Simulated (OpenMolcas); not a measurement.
Levels of Rh2+ by method

* Program: OpenMolcas 26.06
* Basis: ANO-RCC-VTZP [7s6p4d2f1g]
* Scalar Hamiltonian: DKH2, point nucleus
* Active space: 7 electrons in 10 orbitals (4d 5d)
* State averaging: 2S+1 = 4 even, 10 roots; 2S+1 = 2 even, 40 roots
* Spin-orbit coupling: RASSI with atomic mean-field integrals over the reference wave functions, term energies averaged over their components

Methods on the same reference wave functions:
A. CASSCF
B. SS-CASPT2, IPEA 0.25 Eh, imaginary shift 0.1 Eh (closed shells correlated: 4s 4p)
C. MS-CASPT2, IPEA 0.25 Eh, imaginary shift 0.1 Eh (closed shells correlated: 4s 4p)

Energies in cm-1 above 4d7 4F 9/2, the measured ground level; measured values from the list in Shadmi, J. Res. Natl. Bur. Stand. 70A, 435 (1966).

```csv
Level,A,B,C,Measured
4d7 4F 9/2,0.0,0.0,0.0,0.0
4d7 4F 7/2,2038,2060,2060,2148
4d7 4F 5/2,3372,3370,3370,3486
4d7 4F 3/2,4227,4190,4190,4322
4d7 4P 5/2,14531,11230,11230,11062
4d7 4P 3/2,14599,11200,11200,10997
4d7 2G 9/2,15316,13410,13410,
4d7 4P 1/2,15931,12600,12600,
4d7 2G 7/2,17377,15430,15430,
4d7 2P 3/2 [57 %],20017,16440,16430,
4d7 2H 11/2,20232,18120,18120,
4d7 2D 5/2(1),22117,18910,18920,
4d7 2P 1/2,22215,18390,18390,
4d7 2H 9/2,22250,20160,20160,
4d7 2D 3/2(1) [70 %],25653,22290,22250,
4d7 2F 5/2,33540,27660,27660,
4d7 2F 7/2,34567,28730,28730,
4d7 2D 3/2(2),52064,44250,44300,
4d7 2D 5/2(2),53234,45440,45420,
```

Deviations, from unrounded energies. A percentage is the sum of absolute deviations over the sum of measured energies, with the sign that they share, or ± where signs differ.

```json
{"Against measurement": "mean absolute deviation (cm-1)", "Levels": "5", "A": "1500", "B": "140", "C": "140"}
{"Against measurement": "fine structure of the ground term (%)", "Levels": "3", "A": "-3.2", "B": "-3.4", "C": "-3.4"}
{"Against measurement": "other terms of the ground configuration (%)", "Levels": "2", "A": "+32.1", "B": "+1.7", "C": "+1.7"}
```

B, C lie about equally close to measurement and A furthest from it. The largest miss of B in the table is 4d7 4P 3/2, by +200 cm-1. The ranking rests on the paired levels alone, and a cruder setting can come out closer through cancelling errors.

Between B and C the level of the table that moves most is 4d7 2D 3/2(2), by 49 cm-1 (lowest in B, highest in C). Moves below CASPT2's spread within the term are not significant.

The two smallest mean deviations differ by little beside CASPT2's spread within terms, so their order carries little weight.

From A to B the spin-free energies of the other terms of 4d7 shown, above 4F, scale by factors of 0.75 to 0.89, as is usual when dynamic correlation screens the repulsion within a d or f shell.

The lowest spin-free term lies below A's lowest term by 0.426 hartree in B, 0.426 hartree in C.

Term energies are means over components that CASPT2 splits; among the terms shown or strongly mixed into the levels shown the widest spread is 860 cm-1 (4d7 4F, C). Active for correlation alone: 5d; no level in the range computed is led by a configuration that fills it, so any true level of that kind is missing. Without dynamic correlation excited terms often stand tens of per cent too high (terms of higher spin than the ground term too low), and those without a measured partner can miss by more than the paired ones (holds for A). The CASPT2 spread within a term exceeds the gap to the next term for 4d7 2H and 4d7 2D(1), so the order of their levels is uncertain (holds for C). Computed and measured levels are paired by configuration, term and J; levels that our copy of the source lacks, or whose pairing is in doubt (as where it misses far off the trend of its configuration), stay unpaired and out of the deviations. Only configurations of the active space appear.

A share in square brackets marks a mixed level and gives the weight of the term that names it, the lowest over the columns. A number in round brackets counts repeated terms of one configuration in the order of the reference energies.
